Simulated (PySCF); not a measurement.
Working out the ionisation energy of Ga⁺

Ga⁺ [Ar] 3d10 4s2 (1S) → Ga²⁺ [Ar] 3d10 4s1 (2S). Computed with PySCF 2.14 in aug-cc-pwCVDZ-PP with ECP10MDF (6s5p4d1f, 48 functions), with scalar relativity through the core potential. Frozen: nothing. Energies in hartree (1 hartree = 27.21139 eV):

| part | Ga⁺ (lower) | Ga²⁺ (upper) |
| --- | --- | --- |
| UHF | -258.088410 | -257.399062 |
| CCSD correlation | -0.374380 | -0.319750 |
| (T) | -0.012021 | -0.009058 |

Problem. What does Hartree-Fock give?

Solution. (-257.399062) − (-258.088410) = 0.689348 hartree = 18.758 eV.

Problem. What do CCSD and CCSD(T) give?

Solution. The CCSD correlation energies differ by 0.054630 hartree = 1.487 eV and the triples by 0.002963 hartree = 0.081 eV, so CCSD gives 20.245 eV and CCSD(T) 20.326 eV.

Measured between the centres of the two terms (NIST): 20.515 eV, so CCSD(T) (valence and next inner shell) is off by -0.189 eV.

A double-zeta basis recovers only part of the correlation energy.

What remains against the reference includes basis incompleteness and higher excitations.
